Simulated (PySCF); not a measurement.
Input for PySCF: R-HF/3-21G on CH5InO (SMILES [CH3][InH][OH]).

```python
from pyscf import gto, scf, dft, mp
from pyscf.data.elements import chemcore

mol = gto.M(
    atom='''
    C    -1.39759174   -0.11613905    0.24135300
    In    0.58650327    0.53283695   -0.28396550
    O     1.89511550   -0.95351644    0.09328133
    H    -1.82203395    0.54072108    0.99983456
    H    -1.33572632   -1.13107870    0.62851182
    H    -2.04505447   -0.09700792   -0.63468918
    H     1.31065165    1.95993808   -0.92593513
    H     2.80813604   -0.73575401   -0.11839090
    ''',
    basis='3-21g',
    charge=0, spin=0, verbose=3, max_memory=1800)
mf = scf.RHF(mol)
mf.conv_tol = 1e-8
mf.max_cycle = 100
mf.kernel()
if not mf.converged:
    mf = mf.newton().run(mf.mo_coeff, mf.mo_occ)
```

Program output:

```
converged SCF energy = -5829.73814058711
```

The calculation finished and met its thresholds.

Cost: around 0.5 core-seconds (rough).
